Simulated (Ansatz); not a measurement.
Basis-set extrapolation for BFH4SSi, SMILES `B[SiH](F)S` (PBE0-D4/def2-TZVP geometry, frozen core, Ansatz). Multiplicity 1, RHF reference.

```
                      def2-TZVPP   def2-QZVPP
                 HF  -813.039689  -813.065872
    MP2 correlation    -0.667116    -0.723583
CCSD(T) correlation    -0.735410      not run
```

Energies in hartree. Use E(X) = E(∞) + A·exp(−7.88·√X) for Hartree–Fock and E(X) = E(∞) + B·X^(−2.97) for correlation, with X = 3 and 4, and add CCSD(T) minus MP2 of the smaller set to the MP2 limit.

Task: What is the CCSD(T) energy at the basis-set limit?

Result: HF limit: -813.065872 + (-0.026183) × 0.13774 = -813.06948. MP2 limit: -0.723583 + (-0.056467) × 0.74074 = -0.76541. Higher-order term: -0.735410 − (-0.667116) = -0.06829. Total: -813.90318 hartree, 80.4 kcal/mol below CCSD(T)/def2-TZVPP.
